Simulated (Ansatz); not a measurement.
```xyz
2

H     0.0000    0.0000    0.0000
H     0.0000    0.0000    8.0000
```

Basis set: pcseg-2 (spherical functions). Charge 0, multiplicity 3.

Computed with Ansatz (development build ahead of 0.2.0); each method stands on the lowest determinant of its kind that the runs found. Restricted functionals stand beside restricted open-shell atoms, which can lie above the unrestricted atoms usual in DFT and then raise those values.

Question: Give the atomization energy at this shape (free ground-state atoms in the same class of orbitals less the molecule, no zero-point energy) of triplet H₂ in separate pieces by PBE0 (restricted open-shell), PBE (restricted open-shell).

Answer:

```json
{"method": "PBE0 (restricted open-shell)", "atomization energy": "0.00 eV"}
{"method": "PBE (restricted open-shell)", "atomization energy": "0.00 eV"}
```

Caution: stretched shape with no unrestricted run beside it, a lower state can exist.

The shape needn't be a minimum at these levels.
